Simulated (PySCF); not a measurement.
3,3,3-trifluoroprop-1-yne (C3HF3), SMILES C#CC(F)(F)F.

Geometry optimised at B3LYP-D3(BJ)/def2-SVP.

Method: PBE/def2-TZVP (PySCF).

Symmetry labels are those of the subgroup Cs that the program uses (full group C3v).

Computed valence orbital energies around the gap with their symmetry:
```json
[
 {"orbital": "HOMO−7", "symmetry": "A'", "energy (eV)": "-11.44"},
 {"orbital": "HOMO−6", "symmetry": "A\"", "energy (eV)": "-11.44"},
 {"orbital": "HOMO−5", "symmetry": "A\"", "energy (eV)": "-10.52"},
 {"orbital": "HOMO−4", "symmetry": "A'", "energy (eV)": "-10.52"},
 {"orbital": "HOMO−3", "symmetry": "A'", "energy (eV)": "-10.22"},
 {"orbital": "HOMO−2", "symmetry": "A\"", "energy (eV)": "-9.83"},
 {"orbital": "HOMO−1", "symmetry": "A'", "energy (eV)": "-7.91"},
 {"orbital": "HOMO", "symmetry": "A\"", "energy (eV)": "-7.91"},
 {"orbital": "LUMO", "symmetry": "A'", "energy (eV)": "-1.38"},
 {"orbital": "LUMO+1", "symmetry": "A\"", "energy (eV)": "-1.38"},
 {"orbital": "LUMO+2", "symmetry": "A'", "energy (eV)": "0.89"},
 {"orbital": "LUMO+3", "symmetry": "A'", "energy (eV)": "1.83"}
]
```
